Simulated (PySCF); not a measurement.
Mo(O)2(OH)(NH2) (H3MoNO3), SMILES [NH2][Mo](=[O])(=[O])[OH], multiplicity 1.

Coordinates come from a B3LYP-D3(BJ)/def2-SVP optimisation. A frequency run showed that this geometry is not a minimum. The multiplicity is an assumed one; other spin states were not compared. The def2 effective core potentials stand for the cores of Mo; spin–orbit coupling is left out. The values are those of a single conformer.

Calculation: r2SCAN/def2-TZVP in PySCF.

Symmetry labels are those of the subgroup Cs that the program uses (full group Cs).

Computed valence orbital energies around the gap with their symmetry:
```
orbital  symmetry  energy (eV)
-------  --------  -----------
HOMO−7         A'       -10.26
HOMO−6         A'       -10.14
HOMO−5         A"        -9.94
HOMO−4         A'        -8.69
HOMO−3         A'        -8.54
HOMO−2         A"        -8.17
HOMO−1         A"        -7.63
HOMO           A'        -7.38
LUMO           A'        -2.74
LUMO+1         A"        -2.72
LUMO+2         A'        -1.48
LUMO+3         A'        -0.55
```
